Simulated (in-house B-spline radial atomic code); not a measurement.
Configurations of the chlorine ion Cl⁶⁺, with energies counted from [Ne] 3s1. Level of theory: non-relativistic wB97X, spin-polarised, spherical fractional occupations, exact exchange averaged over the configuration, point nucleus; calculated with a radial B-spline atomic code at the basis-set limit. Shells without spins written out take the highest spin.

Occupations are held fixed; configurations that lie above the ionisation limit could autoionise.

```csv
configuration,E - E(ref) (eV),highest orbital,its <r> (bohr)
[Ne] 4s1,55.772,4s up,2.507
[He] 2s2 2p5 3s1 4p1,269.79,4p up,2.553
[He] 2s2 2p5 3s1 4f1,280.78,4f up,2.442
[He] 2s1 2p6 3s1 4s1,323.03,4s up,2.442
[He] 2s1 2p6 3s1 4f1,339.48,4f up,2.442
```

Task: Order these further configurations by energy, lowest first.
A. [Ne] 3d1
B. [He] 2s2 2p5 3s1 4s1
C. [He] 2s1 2p6 3s1 4p1
D. [He] 2s1 2p6 3s1 3p1
E. [Ne] 4f1

Result: A (35.692 eV), E (71.128 eV), B (264.26 eV), D (274.77 eV), C (328.61 eV).
